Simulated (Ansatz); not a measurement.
`BN[SiH2]NC` + CH₃OH → `BN[SiH2]OC` + CH₃NH₂  (ligand exchange at the Si–N bond)

Isolated molecules relaxed with PBE0-D4/def2-TZVP in Ansatz; ΔE leaves out vibrations. CCSD(T)/CBS adds triple-zeta CCSD(T) − MP2 to the extrapolated MP2 energy (def2 sets, frozen cores). This one scheme is used for every species. DFT in def2-TZVPP. B3LYP here is the variant with VWN-RPA as its local correlation; programs differ in this. Each species was taken in one conformer, which may not be the lowest.

Q: Is it downhill or uphill in electronic energy at CCSD(T)/CBS, and by how much? (Estimate.)

A: The calculation gave: Downhill: ΔE = -39.0 kJ/mol.

Q: What do these levels give: PBE0-D4, B3LYP-D4, ωB97X-V, ωB97M-V, PBE, r2SCAN, B3LYP, HF/def2-TZVPP, SCS-MP2/def2-TZVPP, CCSD(T)/def2-TZVPP, SCS-MP2/def2-QZVPP, MP2/CBS(def2)? (Best estimate.)

A: Computed: PBE0-D4 -35.2, B3LYP-D4 -39.6, ωB97X-V -39.8, ωB97M-V -39.0, PBE -35.7, r2SCAN -40.9, B3LYP -42.6, HF/def2-TZVPP -50.0, SCS-MP2/def2-TZVPP -41.7, CCSD(T)/def2-TZVPP -39.9, SCS-MP2/def2-QZVPP -41.2, MP2/CBS(def2) -38.4 kJ/mol.

Largest T1 diagnostic among the species: 0.012.

The D4 term adds +3.0 kJ/mol with B3LYP and +1.8 kJ/mol with PBE0; it sums over pairs of atoms, weighted by their polarisabilities, and B3LYP, whose exchange is more repulsive, gets the larger term. In def2-TZVPP, CCSD(T) changes the Hartree–Fock value by +10.1 kJ/mol (the triples alone add +1.3 kJ/mol) and MP2 by +10.7 kJ/mol.
